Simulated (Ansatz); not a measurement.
Geometry optimisation, Ansatz, RHF/def2-SVP.

Input:

```yaml
crystal:
  periodic: [false, false, false]
  atoms:
    - { symbol: B, position_ang: [-0.99363, 1.06212, -0.76772] }
    - { symbol: Ge, position_ang: [0.54022, 0.01585, -0.00983] }
    - { symbol: S, position_ang: [-0.37256, -1.56619, 1.27638] }
    - { symbol: H, position_ang: [-1.55185, 0.67868, -1.71532] }
    - { symbol: H, position_ang: [-1.38075, 2.02513, -0.23703] }
    - { symbol: H, position_ang: [1.54617, 0.71493, 0.8861] }
    - { symbol: H, position_ang: [1.43779, -0.75103, -0.96223] }
    - { symbol: H, position_ang: [0.7746, -2.17949, 1.52964] }
basis:
  gaussian: { orbitals: def2-SVP }
hamiltonian:
  xc: hf
relax:
  f_tol: 0.015
  max_steps: 40
output:
  orbitals: {}
```

Run as:

```bash
$ ansatz run input.yaml --threads 1 --pin off --max-ram 2048MiB --backend cpu --events-out ev --progress --plain --runs-dir out
```

Problem. Where does it end, and by what steps?

Solution. The forces met the threshold. The force dipped under the threshold on the way, but the program's further checks kept it going. After 37 steps the energy has fallen by 0.188 eV; H5 moved furthest, 1.19 Å.

```tsv
step	energy less start (eV)	largest force component (eV/Å)	accepted
0	0.0000	1.243	yes
2	-0.1365	0.290	yes
4	-0.1592	0.164	yes
6	-0.1604	0.021	yes
8	-0.1609	0.018	yes
10	-0.1648	0.036	yes
12	-0.1643	0.322	no
14	-0.1740	0.160	yes
16	-0.1758	0.078	yes
18	-0.1801	0.141	yes
20	-0.1815	0.062	yes
22	-0.1822	0.212	no
24	-0.1848	0.064	yes
26	-0.1858	0.078	yes
28	-0.1864	0.113	no
30	-0.1870	0.068	yes
32	-0.1876	0.011	yes
34	-0.1878	0.023	yes
36	-0.1878	0.028	no
37	-0.1879	0.010	yes
```

```xyz
8
Properties=species:S:1:pos:R:3
B -1.008 1.074 -0.777
Ge 0.544 -0.008 0.106
S -0.312 -1.896 0.983
H -2.126 0.650 -0.825
H -0.777 2.148 -1.258
H 1.230 0.795 1.223
H 1.619 -0.379 -0.930
H 0.829 -2.384 1.478
```

Time of the run: 82 s on 1 thread of Intel(R) Xeon(R) Platinum 8375C CPU @ 2.90GHz (Ice Lake), with other jobs on the host, peak memory 0.18 GiB.
